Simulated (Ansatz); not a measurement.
`OC1(F)BS1`, relaxed with RKS PBE0-D4/def2-TZVP in Ansatz from a PBE-D4/def2-SVP geometry. The force threshold is 0.005 eV/Å; the program also tests the step.

Charge 0, multiplicity 1.

Start:

```xyz
7

O    -0.278    0.230    1.424
C     0.248   -0.033    0.221
F     1.603   -0.138    0.270
B    -0.547   -0.539   -0.995
S    -0.302    1.164   -1.335
H     0.329    0.829    1.911
H    -1.052   -1.512   -1.496
```

Question: By how much does the energy fall, and how many steps does the optimiser take? (An estimate is asked.)

Answer: Ansatz gave: 6.27 kJ/mol, in 7 steps, 1 of them rejected.

Question: Which bonds change most? (Best estimate.)

Answer: The calculation gave: C2–S5 from 2.039 to 1.905 Å; B4–H7 from 1.206 to 1.182 Å; O1–H6 from 0.982 to 0.966 Å; B4–S5 from 1.753 to 1.742 Å.

Question: Give the relaxed structure. (Estimate.)

Answer: Ansatz gave: 
```xyz
7

O    -0.249    0.202    1.418
C     0.254   -0.010    0.191
F     1.603   -0.162    0.238
B    -0.551   -0.559   -0.985
S    -0.273    1.143   -1.230
H     0.269    0.883    1.867
H    -1.053   -1.497   -1.499
```
